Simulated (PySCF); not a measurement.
## Nonlinear optical response: SMILES C(\C(=C/C=C/C=C\C=O)[O-])=O, [C₈H₇O₃]-, charge -1

Molfile (atoms numbered from 1):
```
C8H7O3
     RDKit          3D

 18 17  0  0  0  0  0  0  0  0999 V2000
    4.9108    0.1359    0.6818 O   0  0  0  0  0  0  0  0  0  0  0  0
    3.6885    0.0876    0.5948 C   0  0  0  0  0  0  0  0  0  0  0  0
    2.9253    0.1726   -0.6141 C   0  0  0  0  0  0  0  0  0  0  0  0
    1.5431    0.1182   -0.7045 C   0  0  0  0  0  0  0  0  0  0  0  0
    0.5642   -0.0271    0.2954 C   0  0  0  0  0  0  0  0  0  0  0  0
   -0.7961   -0.0582   -0.0037 C   0  0  0  0  0  0  0  0  0  0  0  0
   -1.8335   -0.1976    0.9163 C   0  0  0  0  0  0  0  0  0  0  0  0
   -3.2275   -0.2333    0.6412 C   0  0  0  0  0  0  0  0  0  0  0  0
   -4.1243   -0.3530    1.4919 O   0  0  0  0  0  0  0  0  0  0  0  0
   -3.7658   -0.1276   -0.7825 C   0  0  0  0  0  0  0  0  0  0  0  0
   -3.1839    0.0236   -1.8290 O   0  0  0  0  0  0  0  0  0  0  0  0
    3.0765   -0.0343    1.5299 H   0  0  0  0  0  0  0  0  0  0  0  0
    3.5121    0.2915   -1.5308 H   0  0  0  0  0  0  0  0  0  0  0  0
    1.1330    0.2016   -1.7211 H   0  0  0  0  0  0  0  0  0  0  0  0
    0.8668   -0.1195    1.3440 H   0  0  0  0  0  0  0  0  0  0  0  0
   -1.0757    0.0367   -1.0586 H   0  0  0  0  0  0  0  0  0  0  0  0
   -1.5870   -0.2939    1.9806 H   0  0  0  0  0  0  0  0  0  0  0  0
   -4.8879   -0.2111   -0.7423 H   0  0  0  0  0  0  0  0  0  0  0  0
  1  2  2  0
  2  3  1  0
  3  4  2  0
  4  5  1  0
  5  6  2  0
  6  7  1  0
  7  8  2  0
  8  9  1  0
  8 10  1  0
 10 11  2  0
  2 12  1  0
  3 13  1  0
  4 14  1  0
  5 15  1  0
  6 16  1  0
  7 17  1  0
 10 18  1  0
M  CHG  1   9  -1
M  END
```

Method: quadratic response CAM-B3LYP/aug-cc-pVDZ first hyperpolarisability, Taylor convention, gas phase in PySCF 2.14.0. Geometry: PBE0-D3(BJ)/def2-SVP.

For a gas-phase anion, states above the detachment energy (about 2.7 eV, taken as minus the energy of the highest occupied orbital) lie in the continuum and depend on the basis.

What is the first hyperpolarisability, and how does it disperse?

In 10⁻³⁰ esu, Taylor convention; the vector part is βᵢ = ⅓ Σⱼ (βᵢⱼⱼ + βⱼᵢⱼ + βⱼⱼᵢ):
```csv
process,λ (nm),β vector norm,β HRS,depolarisation ratio
"static β(0;0,0)",∞,17.25,8.63,3.16
"second harmonic β(−2ω;ω,ω)",1907,25.38,12.21,3.50
"Pockels β(−ω;ω,0)",1907,19.41,–,–
"second harmonic β(−2ω;ω,ω)",1064,103.99,46.37,3.99
"Pockels β(−ω;ω,0)",1064,26.16,–,–
```

Which lowest excitations and polarisabilities go with it?

S1 2.83 eV (f = 0.683); S2 3.04 eV (f = 0.000); S3 3.72 eV (f = 0.003); isotropic α 187.2 au static, 191.8 au at 1907 nm, 203.6 au at 1064 nm, 208.6 au at 953.5 nm, 340.0 au at 532 nm.
